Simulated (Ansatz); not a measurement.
Relaxation of Cl₂F₅Mo (8 atoms, charge 0, multiplicity 2), to a largest force component of 0.03 eV/Å in at most 50 steps.

Computed with UKS PBE/def2-SVP in Ansatz 0.2.0.

```xyz
8
Properties=species:S:1:pos:R:3
Mo 0.000 0.040 -0.053
F 0.000 -0.011 1.759
F 1.846 -0.008 -0.035
Cl 0.000 2.327 -0.074
F -1.846 -0.008 -0.035
F 0.000 -1.813 -0.056
F 0.000 0.024 -1.898
Cl 0.000 -0.011 4.461
```

Q: Where does it end, and by what steps?

A: The run converged. The force dipped under the threshold on the way, but the program's further checks kept it going. After 9 steps the energy has fallen by 0.045 eV; Cl8 moved furthest, 0.48 Å.

| step | energy less start (eV) | largest force component (eV/Å) | accepted |
| --- | --- | --- | --- |
| 0 | 0.0000 | 1.234 | yes |
| 1 | -0.0257 | 0.358 | yes |
| 2 | -0.0294 | 0.051 | yes |
| 3 | -0.0301 | 0.011 | yes |
| 4 | -0.0308 | 0.023 | yes |
| 5 | -0.0314 | 0.026 | yes |
| 6 | -0.0320 | 0.147 | yes |
| 7 | -0.0348 | 0.076 | yes |
| 8 | -0.0358 | 0.064 | yes |
| 9 | -0.0446 | 0.021 | yes |

```xyz
8
Properties=species:S:1:pos:R:3
Mo 0.000 -0.024 -0.056
F 0.000 -0.358 1.769
F 1.846 -0.062 -0.053
Cl 0.000 2.233 0.289
F -1.846 -0.062 -0.053
F 0.000 -1.856 -0.331
F 0.000 0.202 -1.888
Cl 0.000 0.466 4.392
```

Whether the end is a true minimum wasn't checked by a vibrational analysis.

Run time: 2.7 min on 4 threads of Arm Neoverse V2, on a shared host, peak memory 0.42 GiB.
